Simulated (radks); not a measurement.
The nuclear charge of the molybdenum ion Mo+ is varied continuously with 41 electrons held in [Kr] 4d5. All-electron calculation, Dirac Kohn-Sham, PBE, spin-unpolarised, spherical densities, finite nucleus; open shells fill j = l - 1/2 first; Fermi nuclear charge, rms radius 4.4091 fm. Program: a radial shooting solver on a logarithmic mesh with Libxc functionals. By the Hellmann-Feynman theorem dE/dZ = E(electron-nucleus)/Z, the electronic potential at the nucleus (averaged over a nucleus of fixed radius).

Z      E (hartree)  E(electron-nucleus)/Z (hartree)   HOMO  e(HOMO) (eV)  <r> HOMO (bohr)
41     -3820.02363                         -225.072  4d5/2        -1.803            2.460
41.25  -3876.53045                         -226.982  4d5/2        -3.502            2.270
41.5   -3933.51408                         -228.887  4d5/2        -5.499            2.123
41.75  -3990.97340                         -230.787  4d5/2        -7.760            2.005
42     -4048.90755                         -232.685  4d5/2       -10.260            1.906
42.25  -4107.31597                         -234.582  4d5/2       -12.978            1.822
42.5   -4166.19824                         -236.476  4d5/2       -15.899            1.749
42.75  -4225.55411                         -238.370  4d5/2       -19.009            1.685
43     -4285.38345                         -240.264  4d5/2       -22.298            1.627

The central difference of E at Z = 42 is -232.685 hartree, to compare with the third column; the second derivative is -7.59 hartree.
